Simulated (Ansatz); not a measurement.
Computed with Ansatz on PBE0-D4/def2-TZVP structures; ΔE is electronic, products minus reactants. CBS: MP2 limit from def2 TZ/QZ plus the TZ coupled-cluster correction, frozen cores. This one scheme is used for every species. DFT in def2-TZVPP. For Ge outer-core shells are correlated without core-valence functions, which leaves a few kJ/mol of doubt a bond. Scalar relativity is left out up to krypton.

Reaction (formal exchange of groups at a Ge–F bond): `[CH3][Ge]([F])([F])[Cl]` + SiH₄ → `[CH3][Ge]([F])([SiH3])[Cl]` + H–F

`[CH3][Ge]([F])([F])[Cl]`:

```xyz
8

C     0.650    0.870   -0.134
Ge   -0.448   -0.682    0.106
F    -0.087   -1.894   -1.058
F    -0.146   -1.439    1.619
Cl   -2.536   -0.330    0.001
H     1.696    0.578   -0.049
H     0.463    1.294   -1.119
H     0.408    1.604    0.634
```

SiH₄:

```xyz
5

Si    0.000    0.000    0.000
H    -1.213   -0.011    0.855
H     1.199   -0.250    0.839
H     0.127    1.323   -0.663
H    -0.112   -1.062   -1.032
```

`[CH3][Ge]([F])([SiH3])[Cl]`:

Z-matrix (Å, degrees):
```
C
Ge 1 1.935
H 1 1.091 2 109.8
H 1 1.090 2 108.6 3 119.7
H 1 1.090 2 110.1 3 -120.6
F 2 1.745 1 106.0 3 -63.8
Si 2 2.387 1 121.8 3 58.7
Cl 2 2.159 1 108.0 3 -175.8
H 7 1.482 2 108.5 1 -178.8
H 7 1.485 2 109.2 1 -58.2
H 7 1.485 2 108.2 1 61.2
```

H–F:

Cartesian coordinates in Å:
```
F -0.029 0.447 -0.105
H 0.029 -0.447 0.105
```

```tsv
level	ΔE (eV)
PBE-D4	0.44
MP2/def2-QZVPP	0.57
```

Problem. What does CCSD(T)/CBS give? (Estimate.)

Solution. Ansatz gave: +0.53 eV. The listed levels differ from it by -0.09, 0.04 eV.

Largest T1 diagnostic among the species: 0.011.

From BLYP to BHLYP (50 % exact exchange), in def2-TZVPP and without D4, ΔE moves by +0.07 eV. The D4 term adds −0.09 eV with B3LYP and −0.05 eV with PBE0; it sums over pairs of atoms, weighted by their polarisabilities, and B3LYP, whose exchange is more repulsive, gets the larger term. In def2-TZVPP, CCSD(T) changes the Hartree–Fock value by −0.28 eV (the triples alone add −0.03 eV) and MP2 by −0.28 eV.

B3LYP here is the variant with VWN-RPA as its local correlation; programs differ in this.
